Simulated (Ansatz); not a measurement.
Stretching the B1–F2 bond in BFH2Se (SMILES FB[SeH]) (multiplicity 1 held, fragments rigid). Energies count from the point at 1.325 Å.
Geometry at that point (charge 0, multiplicity 1):
```tsv
atom	x (Å)	y (Å)	z (Å)
B	-0.5064	-0.9018	0.6998
F	0.4396	-1.6015	1.3080
H	-1.6489	-1.1818	0.8691
Se	0.0458	0.5641	-0.4509
H	-1.3329	0.9268	-0.8094
```

R- and RO- levels are restricted; in cc, def2 and unpolarised 6-31G sets they are followed outwards from rest. Unrestricted levels (U-) break spin symmetry where that is lower. Levels need not reach the same state.

Run with Ansatz (a first-principles code) with Gaussian orbitals. Each number belongs to the level named beside it.

Energies in eV.

```
R (Å)  R-HF/cc-pVTZ  U-HF/cc-pVTZ  R-B3LYP/cc-pVTZ  U-B3LYP/cc-pVTZ  U-wB97X-V/cc-pVTZ
-----  ------------  ------------  ---------------  ---------------  -----------------
1.060          2.53          2.53             2.71             2.71               2.78
1.192          0.38          0.38             0.49             0.49               0.51
1.325          0.00          0.00             0.00             0.00               0.00
1.457          0.41          0.41             0.29             0.29               0.30
1.589          1.15          1.15             0.92             0.92               0.94
1.788          2.43          2.43             2.03             2.03               2.09
1.987          3.66          3.66             3.11             3.11               3.23
2.318          5.39          4.98             4.61             4.61               4.85
2.649          6.70          5.31             5.73             5.65               6.02
3.046          7.87          5.42             6.67             6.30               6.74
3.576          8.96          5.46             7.45             6.71               7.16
4.238          9.86          5.47             7.98             6.94               7.30
```

Doubts at one or more of the structures used: a restricted determinant that unrestricted orbitals would lower (R-HF/cc-pVTZ, R-B3LYP/cc-pVTZ); a spin-contaminated determinant (U-HF/cc-pVTZ, U-B3LYP/cc-pVTZ, U-wB97X-V/cc-pVTZ).
